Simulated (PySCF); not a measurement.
# CdF: a composite coupled-cluster calculation

State: ²Σ⁺, doublet, unpaired electrons σ ↑. De refers to Cd + F. ROHF-based CCSD(T) in PySCF 2.14 with Cd aug-cc-pVDZ-PP with ECP28, F aug-cc-pVDZ and Cd aug-cc-pVTZ-PP with ECP28, F aug-cc-pVTZ (frozen core orbitals: 5; scalar-relativistic core potentials). Correlation energies are extrapolated as n⁻³ (n = 2, 3), Hartree–Fock as (n+1)·exp(−9√n).

```csv
Level,Re (Å),ωe (cm⁻¹),ωexe (cm⁻¹),αe (cm⁻¹),De (eV)
CCSD(T)/DZ,1.9980,527.3,2.88,0.00189,2.393
CCSD(T)/TZ,1.9851,529.9,2.78,0.00191,2.490
HF/CBS,1.9848,544.2,2.72,0.00184,1.729
MP2/CBS,1.9749,537.7,2.62,0.00187,2.738
CCSD/CBS,1.9779,538.6,2.71,0.00188,2.461
CCSD(T)/CBS,1.9818,531.4,2.75,0.00190,2.539
```

Task: How much is left between CCSD(T)/TZ and the basis-set limit, and how much do the triples give at the limit?

Result: CCSD(T)/CBS less CCSD(T)/TZ: -3.3 mÅ in Re, +1.5 cm⁻¹ in ωe and +0.049 eV in De. CCSD(T)/CBS less CCSD/CBS: +3.9 mÅ in Re, -7.2 cm⁻¹ in ωe and +0.078 eV in De.

The T1 diagnostic is 0.025. The state was picked by a PBE0 search and need not be the measured ground state. Spin–orbit coupling, excitations beyond (T) and corrections to the Born–Oppenheimer picture are left out.

The whole job (state search and all basis sets along the bond) took about 27 min on 4 threads of Arm Neoverse V2 (shared host), peak memory 15 GiB.
